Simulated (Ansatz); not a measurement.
C6H9ClO6Si⁻, that is SiCl(OAc)3 with one electron more. The state is a doublet with charge -1. Geometry r2SCAN-D4/def2-SVP, that of the neutral singlet; atoms count from 1.

```xyz
23

Si    0.231    0.403   -0.439
Cl    0.962    1.691   -1.821
O    -0.949   -0.604   -1.061
C    -2.124   -0.141   -1.588
C    -2.969   -1.265   -2.100
O    -2.396    1.031   -1.607
H    -3.890   -0.871   -2.545
H    -3.209   -1.951   -1.273
H    -2.399   -1.847   -2.840
O    -0.464    1.187    0.862
C     0.230    2.042    1.677
C    -0.662    2.636    2.722
O     1.405    2.251    1.529
H    -0.093    3.332    3.350
H    -1.095    1.832    3.337
H    -1.503    3.153    2.236
O     1.411   -0.597    0.194
C     2.153   -1.456   -0.572
C     3.166   -2.182    0.257
O     1.970   -1.577   -1.754
H     3.777   -2.833   -0.379
H     2.651   -2.778    1.027
H     3.799   -1.455    0.789
```

The highest occupied level of the charge -1 doublet lies above zero (up to 2.70 eV). By energy differences it is unbound by 1.17 eV (vertical, to the charge 0 singlet, at PBE0-D4/def2-SVP) and held by the finite basis.

**Question.** Estimate the Mulliken populations from the PBE0/def2-SVP orbitals of Ansatz.

**Answer.** 
```csv
atom,charge (e),spin (α − β)
Si1,0.98,0.11
Cl2,-0.29,0.01
O3,-0.44,-0.02
C4,0.14,0.21
C5,-0.05,-0.03
O6,-0.31,0.09
H7,0.03,0.00
H8,0.03,0.02
H9,0.04,0.02
O10,-0.44,-0.02
C11,0.14,0.21
C12,-0.05,-0.03
O13,-0.31,0.09
H14,0.03,0.00
H15,0.03,0.02
H16,0.04,0.02
O17,-0.44,-0.02
C18,0.14,0.21
C19,-0.05,-0.03
O20,-0.31,0.09
H21,0.03,0.00
H22,0.03,0.02
H23,0.04,0.02
```
Mulliken values and Mayer orders depend strongly on the basis.

**Question.** Where does the spin sit?

**Answer.** Summed by element: Si 0.11, Cl 0.01, O 0.21, C 0.55, H 0.13, of 1 unpaired in all. Largest on single atoms: C4 0.21, C18 0.21, C11 0.21.

**Question.** And the Mayer bond orders between bonded heavy atoms (over 0.3)?

**Answer.** Si1–Cl2 1.03 (2.03 Å); Si1–O3 1.02 (1.67 Å); Si1–O10 1.02 (1.67 Å); Si1–O17 1.02 (1.67 Å); O3–C4 1.01 (1.37 Å); C4–C5 1.05 (1.50 Å); C4–O6 1.92 (1.20 Å); O10–C11 1.01 (1.37 Å); C11–C12 1.05 (1.50 Å); C11–O13 1.92 (1.20 Å); O17–C18 1.01 (1.37 Å); C18–C19 1.05 (1.50 Å); C18–O20 1.92 (1.20 Å).
